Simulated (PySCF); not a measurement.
Si(OH)3(NH2) (H5NO3Si), SMILES N[Si](O)(O)O. Atoms are numbered in the order given.

```xyz
10

N      1.4900    -0.7251    -0.4692
Si     0.0007     0.0068    -0.0070
O      0.0200     1.5085     0.7396
O     -0.8031     0.1910    -1.4588
O     -0.7445    -0.9681     1.1365
H      1.9080    -0.4398    -1.3573
H      2.2091    -0.9043     0.2339
H     -0.2246     1.4542     1.6799
H     -1.4315     0.9331    -1.4295
H     -0.6793    -1.9139     0.9170
```

The structure is a stationary point at PBE-D3(BJ)/def2-SVP. The values are those of a single conformer.

These are PBE-D3(BJ)/def2-SVP run with PySCF values and carry that method's errors.

Frequencies are harmonic and unscaled.

Computed vibrational spectrum:
| mode | ν (cm⁻¹) | IR (km/mol) | moving atoms (share of kinetic energy) |
|---|---|---|---|
| 1 | 130 | 63.3 | O 49 %, H 42 %, N 9 % |
| 2 | 214 | 14.6 | H 76 %, O 19 % |
| 3 | 232 | 31.2 | H 54 %, O 38 %, N 8 % |
| 4 | 253 | 50.7 | H 73 %, O 21 % |
| 5 | 289 | 17.3 | H 44 %, O 28 %, Si 16 %, N 12 % |
| 6 | 324 | 14.4 | O 43 %, H 30 %, Si 18 %, N 9 % |
| 7 | 343 | 50.1 | O 47 %, H 22 %, Si 22 %, N 9 % |
| 8 | 358 | 75.0 | H 64 %, O 28 % |
| 9 | 394 | 89.1 | H 73 %, O 18 % |
| 10 | 413 | 186.1 | H 61 %, N 27 %, O 9 % |
| 11 | 723 | 3.7 | O 72 %, N 22 % |
| 12 | 779 | 16.4 | H 72 %, O 14 %, N 13 % |
| 13 | 810 | 106.6 | H 68 %, O 27 % |
| 14 | 818 | 203.9 | H 56 %, O 36 % |
| 15 | 837 | 145.2 | H 75 %, O 13 %, N 10 % |
| 16 | 886 | 118.2 | Si 41 %, O 28 %, H 20 %, N 11 % |
| 17 | 959 | 178.4 | Si 44 %, H 31 %, O 17 % |
| 18 | 972 | 258.9 | Si 48 %, O 27 %, H 21 % |
| 19 | 1486 | 57.3 | H 89 %, N 11 % |
| 20 | 3504 | 22.9 | H 96 % |
| 21 | 3603 | 26.6 | H 91 %, N 9 % |
| 22 | 3763 | 65.2 | H 94 % |
| 23 | 3766 | 67.3 | H 94 % |
| 24 | 3772 | 65.3 | H 94 % |
